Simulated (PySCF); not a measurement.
# Relaxation of quintet HPdN

Method: UPBE0 in PySCF with Pd def2-TZVP with ECP28, N def2-TZVP, H def2-TZVP; scalar-relativistic core potentials, no spin–orbit coupling; density-fitted integrals. A (50,194) grid was used.

A hand-made bent start, of Cs symmetry, held to at least that symmetry:

```xyz
3
charge 0 multiplicity 5, angstrom
Pd    0.1575    0.0000   -0.1248
N    -1.2924    0.0000    0.8904
H     1.4026    0.0000    0.7470
```

What forces act on the atoms at the start (eV/Å)?


| atom | Fx | Fy | Fz |
| --- | --- | --- | --- |
| Pd1 | 2.04 | 0.00 | -2.30 |
| N2 | -3.42 | 0.00 | 1.90 |
| H3 | 1.38 | 0.00 | 0.39 |

What does it relax to?

It ends at Cs with Pd–H 1.588 Å, Pd–N 1.974 Å; H–Pd–N 148.7° (after a last refinement on a finer grid). A frequency run shows a minimum. Other isomers or separated fragments may lie lower.

How much energy is released, and in how many steps?

59.2 kJ/mol in 10 steps.

Other spin states or occupations of the open shell can lie lower. At this level a triplet minimum of Cs symmetry lies 118 kJ/mol below this structure.

The relaxation took of the order of 2.7 core-minutes on a shared host.
